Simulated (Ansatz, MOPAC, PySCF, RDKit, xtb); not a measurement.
Noncovalent pair: NH3 (SMILES N) (first 4 atoms) with HF (SMILES F); geometry from B3LYP-D3(BJ)/def2-TZVP, rigid monomers moved along the line of their centres of mass till N1···H6 is 2.35 Å.
(charge 0, multiplicity 1):
```xyz
6

N      0.038     0.177     0.305
H     -0.239    -0.740    -0.027
H     -0.600     0.857    -0.092
H      0.965     0.372    -0.057
F      0.003     0.301     3.611
H      0.013     0.265     2.649
```

Monomers are frozen at their geometry in the pair; levels with a basis set take the counterpoise correction. Rows marked so take none. RDKit's UFF carries no charges.

Cores are frozen in the correlated methods. Rows in 3-21G, 6-31G* carry no dispersion term and start afresh at each structure (6-31G* with six Cartesian d functions). The state reached by AM1 isn't checked.

Codes used: Ansatz (Gaussian orbitals); MOPAC for AM1 (differences of heats of formation); PySCF for 3-21G rows, 6-31G* rows, the dispersion terms; RDKit for the force fields; xtb for the GFN methods. 

```json
[
 {"level": "UFF", "interaction energy (meV)": "74.6"},
 {"level": "AM1", "interaction energy (meV)": "-137.8"},
 {"level": "GFN2-xTB", "interaction energy (meV)": "-287.2"},
 {"level": "HF/3-21G (no counterpoise)", "interaction energy (meV)": "-538.6"},
 {"level": "B3LYP/6-31G* (no counterpoise)", "interaction energy (meV)": "-454.9"},
 {"level": "PBE0-D3(BJ)/def2-TZVPPD", "interaction energy (meV)": "[?]"},
 {"level": "M06-2X/6-31G* (no counterpoise)", "interaction energy (meV)": "-454.1"},
 {"level": "SCS-MP2/aug-cc-pVDZ", "interaction energy (meV)": "-345.6"},
 {"level": "SCS-MP2/aug-cc-pVTZ", "interaction energy (meV)": "-349.2"}
]
```

Problem. What belongs in the gaps?

Solution. 
- PBE0-D3(BJ)/def2-TZVPPD, interaction energy (meV): -390.3

Ansatz is a quantum-chemistry and plane-wave program.
